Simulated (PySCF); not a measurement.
Species: C4H8F2Si.
Numbering: `[CH3:1][C@@:2]1([CH:3]([F:4])[F:5])[CH2:6][SiH2:7]1` (hydrogens: H8, H9, H10 on C1; H11 on C3; H12, H13 on C6; H14, H15 on Si7)

The same species was optimised twice, with GFN2-xTB and with PBE0-D3(BJ)/def2-SVP (PySCF), and the same property calculations (PySCF, gas phase) were run on both structures.

```
     coordinate  GFN2-xTB  PBE0-D3(BJ)/def2-SVP  change
     C6–Si7 (Å)     1.882                 1.861  -0.021
     C2–Si7 (Å)     1.898                 1.877  -0.021
      C3–F5 (Å)     1.363                 1.354  -0.009
      C3–F4 (Å)     1.364                 1.360  -0.004
      C2–C3 (Å)     1.499                 1.500  +0.001
      C1–C2 (Å)     1.513                 1.514  +0.001
      C2–C6 (Å)     1.540                 1.539  -0.001
   C2–C3–F4 (°)     112.4                 110.6    -1.8
   F4–C3–F5 (°)     105.1                 106.7    +1.6
  C1–C2–Si7 (°)     121.6                 120.0    -1.6
   C1–C2–C3 (°)     112.5                 113.6    +1.1
   C2–C3–F5 (°)     111.5                 110.9    -0.6
  C2–Si7–C6 (°)      48.1                  48.6    +0.5
   C3–C2–C6 (°)     114.4                 114.7    +0.3
  C6–C2–Si7 (°)      65.4                  65.1    -0.3
C1–C2–C3–F4 (°)        52                    58      +6
```

Rotational constants: A = 3305, B = 1537, C = 1422 MHz (GFN2-xTB) against A = 3303, B = 1536, C = 1452 MHz (PBE0-D3(BJ)/def2-SVP). Point groups within 0.08 Å: C1 and C1.

On the GFN2-xTB structure: lowest singlet, TDDFT (eV) 6.43 [CAM-B3LYP/def2-SVPD]; lowest triplet, Tamm–Dancoff (eV) 4.96 [CAM-B3LYP/def2-SVPD]; isotropic polarisability (au) 75.8 [CAM-B3LYP/def2-SVPD]; HOMO (eV) -8.53 [CAM-B3LYP/def2-SVPD]; LUMO (eV) 0.73 [CAM-B3LYP/def2-SVPD]; dipole (D) 2.85 [CAM-B3LYP/def2-SVPD]; HOMO (eV) -7.22 [PBE0/pcSseg-1]; LUMO (eV) -0.04 [PBE0/pcSseg-1]; dipole (D) 2.58 [PBE0/pcSseg-1]; GIAO shielding of C1 (ppm) 171.5 [PBE0/pcSseg-1]; GIAO shielding of C2 (ppm) 164.8 [PBE0/pcSseg-1]; GIAO shielding of C3 (ppm) 60.1 [PBE0/pcSseg-1]; GIAO shielding of F4 (ppm) 309.5 [PBE0/pcSseg-1]; GIAO shielding of F5 (ppm) 297.1 [PBE0/pcSseg-1]; GIAO shielding of C6 (ppm) 179.9 [PBE0/pcSseg-1]; GIAO shielding of Si7 (ppm) 484.5 [PBE0/pcSseg-1].

Problem. What do these properties become on the PBE0-D3(BJ)/def2-SVP structure?

Solution. 
```csv
property,level,on GFN2-xTB,on PBE0-D3(BJ)/def2-SVP,change
"lowest singlet, TDDFT (eV)",CAM-B3LYP/def2-SVPD,6.43,6.47,+0.04
"lowest triplet, Tamm–Dancoff (eV)",CAM-B3LYP/def2-SVPD,4.96,5.05,+0.09
isotropic polarisability (au),CAM-B3LYP/def2-SVPD,75.8,76.4,+0.6
HOMO (eV),CAM-B3LYP/def2-SVPD,-8.53,-8.53,0.00
LUMO (eV),CAM-B3LYP/def2-SVPD,0.73,0.79,+0.06
dipole (D),CAM-B3LYP/def2-SVPD,2.85,2.64,-0.21
"energy, GFN2-xTB geometry as zero (kcal/mol)",CAM-B3LYP/def2-SVPD,0.0,-1.0,-1.0
HOMO (eV),PBE0/pcSseg-1,-7.22,-7.21,+0.01
LUMO (eV),PBE0/pcSseg-1,-0.04,0.04,+0.08
dipole (D),PBE0/pcSseg-1,2.58,2.36,-0.22
"energy, GFN2-xTB geometry as zero (kcal/mol)",PBE0/pcSseg-1,0.0,-1.2,-1.2
GIAO shielding of C1 (ppm),PBE0/pcSseg-1,171.5,169.6,-1.9
GIAO shielding of C2 (ppm),PBE0/pcSseg-1,164.8,165.8,+1.0
GIAO shielding of C3 (ppm),PBE0/pcSseg-1,60.1,61.7,+1.6
GIAO shielding of F4 (ppm),PBE0/pcSseg-1,309.5,310.5,+1.0
GIAO shielding of F5 (ppm),PBE0/pcSseg-1,297.1,303.8,+6.7
GIAO shielding of C6 (ppm),PBE0/pcSseg-1,179.9,180.5,+0.6
GIAO shielding of Si7 (ppm),PBE0/pcSseg-1,484.5,474.3,-10.2
```

The heavy atoms differ by 0.051 Å rms after alignment. Among bonds between heavy atoms C2–Si7 and C6–Si7 change most and about equally (-0.021 Å). Changes are differences of the printed values. Neither structure is proved a minimum here.

The values belong to the conformer `[CH3:1][C@@:2]1([CH:3]([F:4])[F:5])[CH2:6][SiH2:7]1`: C1–C2–C3–F4 58°.
